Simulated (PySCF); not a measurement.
First SCF of a structure search on singlet MoCl₂, at a hand-made linear geometry. PySCF input:

```python
from pyscf import gto, scf, dft
mol = gto.M(atom='''
Mo     0.000000     0.000000     0.000000
Cl     0.000000     0.000000     2.370000
Cl     0.000000     0.000000    -2.370000''',
    basis={'Mo': 'def2-TZVP', 'Cl': 'def2-TZVP'},
    ecp={'Mo': 'def2-TZVP'},
    charge=0, spin=0)
mf = dft.RKS(mol, xc='PBE0')
mf.grids.atom_grid = (50, 194)
aux = {'Mo': 'def2-universal-JKFIT', 'Cl': 'def2-universal-JKFIT'}
mf = mf.density_fit(auxbasis=aux)
mf.conv_tol = 1e-08
mf.diis_space = 10
mf.max_cycle = 60
mf.init_guess = 'minao'
mf.verbose = 4
mf.kernel()
```

Excerpt of the output (cycles and frontier levels):

```
init E= -981.807367037431
  HOMO = -0.426813321292321  LUMO = -0.410070594388458  gap/eV = 0.45559
cycle= 1 E= -988.1497997837  delta_E= -6.34  |g|= 0.636  |ddm|= 3.71
cycle= 2 E= -987.677906656592  delta_E= 0.472  |g|= 1.35  |ddm|= 2.63
  HOMO = -0.208685787281308  LUMO = -0.183808654308004  gap/eV = 0.67694
cycle= 3 E= -988.215522882847  delta_E= -0.538  |g|= 0.361  |ddm|= 2.52
  HOMO = -0.191249121934449  LUMO = -0.159852119627306  gap/eV = 0.85436
cycle= 4 E= -988.249405904773  delta_E= -0.0339  |g|= 0.107  |ddm|= 0.29
  HOMO = -0.195524220443766  LUMO = -0.141633826284446  gap/eV = 1.46643
cycle= 5 E= -988.251789671268  delta_E= -0.00238  |g|= 0.0192  |ddm|= 0.0971
  HOMO = -0.197945491864781  LUMO = -0.141548320998418  gap/eV = 1.53465
cycle= 6 E= -988.251855577439  delta_E= -6.59e-05  |g|= 0.0054  |ddm|= 0.0136
  HOMO = -0.198695246715236  LUMO = -0.142028557518797  gap/eV = 1.54198
cycle= 7 E= -988.251864147347  delta_E= -8.57e-06  |g|= 0.000772  |ddm|= 0.00424
  HOMO = -0.198785841576602  LUMO = -0.14209475151434  gap/eV = 1.54264
cycle= 8 E= -988.251864320076  delta_E= -1.73e-07  |g|= 8.31e-05  |ddm|= 0.000834
  HOMO = -0.198776959350771  LUMO = -0.142084787262789  gap/eV = 1.54267
cycle= 9 E= -988.251864322793  delta_E= -2.72e-09  |g|= 1.92e-05  |ddm|= 0.000144
  HOMO = -0.198785781398806  LUMO = -0.142091134414684  gap/eV = 1.54274
Extra cycle  E= -988.251864322455  delta_E= 3.38e-10  |g|= 3.98e-05  |ddm|= 4.33e-05
converged SCF energy = -988.251864322455
```

This is not the lowest solution: another start and a stability analysis within the same restricted form found one 70.4 kJ/mol lower, at -988.27867 Eh.

At the minimum of this search the closed-shell solution is unstable towards spin polarisation, so a lower open-shell solution exists.

The search for the lowest solution, 3 starts and the stability check together, took 12 s on 2 threads of a shared Arm Neoverse V1 host, with 114 basis functions; the process peaked at 0.42 GiB.
